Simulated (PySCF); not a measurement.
This PySCF input asks for the NMR shieldings of `C#C[C@@]1(C=C)CNBN1`, C₆H₉BN₂; the geometry comes from GFN2-xTB.

```python
import basis_set_exchange as bse
import numpy as np
from pyscf import gto, dft
from pyscf.prop import nmr

atoms = """
C    -0.445648    2.957770    0.019496
C    -0.317552    1.780330   -0.154251
C    -0.158034    0.336716   -0.314074
C    -1.512852   -0.251947   -0.652625
C    -2.012616   -1.336531   -0.093437
C     0.871352    0.010816   -1.441572
N     1.899613   -0.752920   -0.775426
B     1.657943   -0.895117    0.597463
N     0.444330   -0.247063    0.869152
H    -0.553657    3.992821    0.155693
H    -2.052737    0.287503   -1.420059
H    -1.471633   -1.877876    0.665160
H    -2.974365   -1.729935   -0.376057
H     0.390383   -0.567952   -2.242155
H     1.271958    0.935115   -1.880452
H     2.664410   -1.078717   -1.337914
H     2.331031   -1.450799    1.367873
H    -0.040685   -0.105896    1.736769
"""
names = dict.fromkeys(["C", "N", "B", "H"], "pcSseg-1")
basis = {el: gto.basis.parse(bse.get_basis(n, elements=[el], fmt="nwchem")) for el, n in names.items()}
mol = gto.M(atom=atoms, basis=basis, charge=0, verbose=0)
mf = dft.RKS(mol, xc="PBE0")
mf.grids.level = 2
mf.grids.alignment = dft.numint.BLKSIZE   # the property module wants whole blocks of grid points
mf.conv_tol = 1e-9
mf.kernel()

calc = nmr.RKS(mf)   # GIAO
C = mf.mo_coeff
Co = C[:, mf.mo_occ > 0]
resp = mf.gen_response(singlet=True, hermi=2)
def vind(x):   # induced exchange potential for any number of trial vectors
    d = np.einsum("pi,xij,qj->xpq", C, 2 * x.reshape(-1, C.shape[1], Co.shape[1]), Co, optimize=True)
    return np.einsum("xpq,pi,qj->xij", resp(d - d.transpose(0, 2, 1)), C, Co, optimize=True).ravel()
mo1, _ = nmr.rhf.solve_mo1(calc, with_cphf=vind)
sigma = calc.kernel(mo1)
for i, s in enumerate(sigma):   # ppm
    print("%2d %-2s %9.2f" % (i, mol.atom_pure_symbol(i), np.trace(s) / 3))
```

Q: What does it print?

A: 
```
 0 C     109.10
 1 C      92.64
 2 C     128.02
 3 C      33.71
 4 C      69.14
 5 C     122.01
 6 N     185.86
 7 B      77.46
 8 N     165.66
 9 H      29.78
10 H      25.31
11 H      26.04
12 H      26.22
13 H      28.07
14 H      27.56
15 H      29.38
16 H      27.58
17 H      29.10
```

These numbers come from an equivalent density-fitted implementation of the same equations, which agrees with the script to about 0.01 ppm for H and up to a few tenths of a ppm for heavy atoms, so last digits may differ.

Size and cost of the density-fitted run: 198 basis functions, 50 s wall time on 1 thread of an Arm Neoverse V2, shared host; peak memory 0.87 GiB.
